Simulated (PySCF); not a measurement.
SMILES [NH2][Be][O][SiH3], PBE0/def2-SVP optimised geometry. Atoms within 1.6 Å of the plane z = 0.0 Å (x, y, z in Å): Be1 (0.75, -0.33, 0.00), N2 (2.25, -0.30, -0.01), H3 (2.84, -0.45, 0.80), H4 (2.83, -0.12, -0.82), O5 (-0.67, -0.35, 0.00), Si6 (-2.31, -0.35, 0.00), H7 (-2.84, 1.05, 0.00), H8 (-2.83, -1.05, 1.21), H9 (-2.84, -1.05, -1.21).

Calculation: PySCF 2.14.0 with PBE0/def2-TZVP. Cells within 0.4 Å of a nucleus heavier than hydrogen are left out (blank, or x).

Map of the deformation density (molecule minus spherical neutral atoms) (e/bohr³) on the plane z = 0.0 Å:

```
|11111111111111111111111111111|
|11111111111111111111111111111|
|11111111111111111111111111111|
|11111111111111111111111111111|
|11111111111111111111111111111|
|11111111111111111111111111111|
|11111111111111111111111111111|
|11111111111111111111111111111|
|11111111111111111111111111111|
|11111111111111111111111111111|
|11111112111111111111111111111|
|11111295211111111111111111111|
|11111376311111110122221111111|
|11111244201223210134421111111|
|1111101xx145x642x358xx1111111|
|1111000xx255xx6xxx69xx1111111|
|111100011135x542x246731111111|
|11111111001222210123321111111|
|11111111001111110112211111111|
|11111111111111111111111111111|
|11111111111111111111111111111|
|11111111111111111111111111111|
|11111111111111111111111111111|
|11111111111111111111111111111|
|11111111111111111111111111111|
|11111111111111111111111111111|
|11111111111111111111111111111|
|11111111111111111111111111111|
|11111111111111111111111111111|
```
Scale: ten equal steps from -0.019 (start of '0') to 0.093 (end of '9'), in the order '0123456789'; x runs from -5.00 to 5.00, y from -5.00 (bottom) to 5.00 (top).
